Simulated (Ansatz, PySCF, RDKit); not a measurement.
Complex: SiH4 (SMILES [SiH4]) (first 5 atoms) with CH6Si (SMILES C[SiH3]); geometry from B3LYP-D3(BJ)/def2-TZVP, rigid monomers moved along the line of their centres of mass till Si1···H8 is 3.54 Å.
(charge 0, multiplicity 1):
```xyz
13

Si     0.01589    -0.30159     0.19160
H     -1.17820    -0.19755     1.05936
H     -0.36600    -0.03245    -1.21293
H      0.57666    -1.66818     0.29681
H      1.03144     0.68019     0.63078
C      0.82933    -0.69995     4.49546
Si    -0.38747     0.70683     4.74407
H      0.64710    -1.22300     3.55555
H      0.74368    -1.42877     5.30360
H      1.85568    -0.32907     4.48246
H     -0.21849     1.74271     3.69755
H     -0.17227     1.34318     6.06692
H     -1.78263     0.20742     4.68724
```

Counterpoise-corrected where a basis set is named; no monomer relaxation. Rows marked so take none. RDKit's UFF carries no charges.

Cores are frozen in the correlated methods. Rows in STO-3G carry no dispersion term and start afresh at each structure.

Codes used: Ansatz (an electronic-structure program) with Gaussian orbitals; PySCF for STO-3G rows, the dispersion terms; RDKit for the force fields. Each number belongs to the level named beside it.

Problem. One of these levels gives -0.44 kcal/mol for the interaction energy. Name it.
A) SCS-MP2/aug-cc-pV(D+d)Z
B) r2SCAN-D4/def2-TZVPPD
C) HF/STO-3G (no counterpoise)
D) UFF

Solution. A, SCS-MP2/aug-cc-pV(D+d)Z. The others give -1.36 (UFF), 0.16 (HF/STO-3G (no counterpoise)), -0.77 (r2SCAN-D4/def2-TZVPPD)
